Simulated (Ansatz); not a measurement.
`C[SiH](C)[NH][GaH2]`. Total charge 0; spin multiplicity 1. The structure was optimised at the PBE0-D4/def2-TZVP level. It is one conformer, not always the lowest.

```xyz
15

C     0.000   -0.212    2.125
Si   -0.495    0.417    0.435
C     0.868    1.456   -0.304
N    -0.866   -0.895   -0.633
Ga   -0.163   -1.381   -2.251
H    -0.786   -0.835    2.560
H     0.911   -0.814    2.066
H     0.182    0.618    2.813
H    -1.708    1.275    0.618
H     1.786    0.879   -0.437
H     1.091    2.293    0.362
H     0.585    1.868   -1.275
H    -1.612   -1.501   -0.318
H     0.992   -0.516   -2.843
H    -0.786   -2.652   -2.917
```

**Question.** What is the dipole moment at PBE/def2-TZVPP? (Best estimate.)

**Answer.** Computed: 0.60 D, with components (0.09, -0.33, 0.49) D in this frame, pointing from negative to positive charge.

**Question.** And with r2SCAN, B3LYP, ωB97M-V? (Estimate.)

**Answer.** Ansatz gave: r2SCAN 0.58 D, B3LYP 0.53 D, ωB97M-V 0.53 D.

**Question.** Give the Mulliken charges with PBE, B3LYP, r2SCAN in def2-TZVPP. (Best estimate.)

**Answer.** The calculation gave: 
| atom | PBE | B3LYP | r2SCAN |
| --- | --- | --- | --- |
| C1 | -0.37 | -0.38 | -0.30 |
| Si2 | 0.37 | 0.47 | 0.48 |
| C3 | -0.39 | -0.41 | -0.33 |
| N4 | -0.27 | -0.33 | -0.39 |
| Ga5 | 0.10 | 0.17 | 0.20 |
| H6 | 0.09 | 0.09 | 0.06 |
| H7 | 0.10 | 0.09 | 0.07 |
| H8 | 0.10 | 0.09 | 0.07 |
| H9 | -0.10 | -0.12 | -0.12 |
| H10 | 0.10 | 0.10 | 0.08 |
| H11 | 0.10 | 0.10 | 0.07 |
| H12 | 0.11 | 0.10 | 0.08 |
| H13 | 0.12 | 0.11 | 0.13 |
| H14 | -0.04 | -0.05 | -0.06 |
| H15 | -0.03 | -0.04 | -0.05 |

B3LYP here is the variant with VWN-RPA as its local correlation; programs differ in this.
